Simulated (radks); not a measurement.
The numbers below are computed, except where a source is named.
Question: The mean radii <r> (bohr) of the occupied orbitals of an atom or ion are listed with their occupations. Level of theory: non-relativistic Kohn-Sham, LDA (Slater exchange, Perdew-Wang correlation), spin-unpolarised, spherical densities, point nucleus (a radial shooting solver on a logarithmic mesh with Libxc functionals).

| orbital | occ. | <r> |
|---|---|---|
| 1s | 2 | 0.08170 |
| 2s | 2 | 0.3869 |
| 2p | 6 | 0.3462 |
| 3s | 1 | 1.061 |

Name the element and its charge.

Answer: Z = 19, potassium, charge +8: K8+ in [Ne] 3s1. The 1s radius gives Z: for a bare nucleus <r> = 1.5/Z, 0.07895 bohr for Z = 19, and screening makes it slightly larger (0.08170 here). The occupations add up to 11, and the charge is Z minus that.
